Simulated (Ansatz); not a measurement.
Two isomers of C2H6BFO: A = `OCCBF`, B = `BOC(C)F`.

Computed with Ansatz on PBE0-D4/def2-TZVP structures; ΔE is electronic, products minus reactants. CCSD(T)/CBS adds triple-zeta CCSD(T) − MP2 to the extrapolated MP2 energy (def2 sets, frozen cores). Functionals use def2-TZVPP. B3LYP here is the variant with VWN-RPA as its local correlation; programs differ in this. Each species was taken in one conformer, which may not be the lowest.

(1) Which isomer does CCSD(T)/CBS put lower? Give the gap. (An estimate is asked.)

(2) Give E(B) − E(A) in kJ/mol with PBE-D4, CCSD(T)/def2-TZVPP, ωB97M-V, B2PLYP, B3LYP, CCSD/def2-TZVPP, PBE0-D4. (An estimate is asked.)

Largest T1 diagnostic: 0.013.

Answers

(1) Computed: A, by 46.3 kJ/mol.

(2) Computed: PBE-D4 43.2, CCSD(T)/def2-TZVPP 43.8, ωB97M-V 42.7, B2PLYP 40.9, B3LYP 38.5, CCSD/def2-TZVPP 44.5, PBE0-D4 45.5. None reverses the order clearly.

In def2-TZVPP, CCSD(T) changes the Hartree–Fock value by +9.8 kJ/mol (the triples alone add −0.7 kJ/mol) and MP2 by +14.7 kJ/mol.
